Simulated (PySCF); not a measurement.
SMILES [N](C=O)C, doublet (CAM-B3LYP/def2-SVP optimised geometry):

```
8

C     -0.959     0.678     0.000
N     -0.307    -0.590     0.000
C      1.068    -0.590     0.000
O      1.751     0.299    -0.466
H     -1.751     0.688    -0.766
H     -1.482     0.789     0.969
H     -0.271     1.527    -0.137
H      1.511    -1.527     0.402
```

Method: unrestricted CAM-B3LYP/def2-TZVP run with PySCF.

What are the frontier orbital energies (α orbitals alone; a β orbital can be the lowest empty one) and the dipole moment?

HOMO-2 -10.58 eV, HOMO-1 -9.94 eV, HOMO -9.64 eV, LUMO 0.94 eV, LUMO+1 2.34 eV; dipole moment 1.98 D.

On the same geometry PySCF with unrestricted PBE/def2-TZVP gives HOMO-2 -7.48 eV, HOMO-1 -6.94 eV, HOMO -6.47 eV, LUMO -1.30 eV, LUMO+1 0.73 eV; dipole moment 1.99 D.

Meta-Löwdin charges at CAM-B3LYP/def2-TZVP: C1 -0.24, N2 -0.18, C3 0.31, O4 -0.40, H5 0.14, H6 0.15, H7 0.12, H8 0.10.
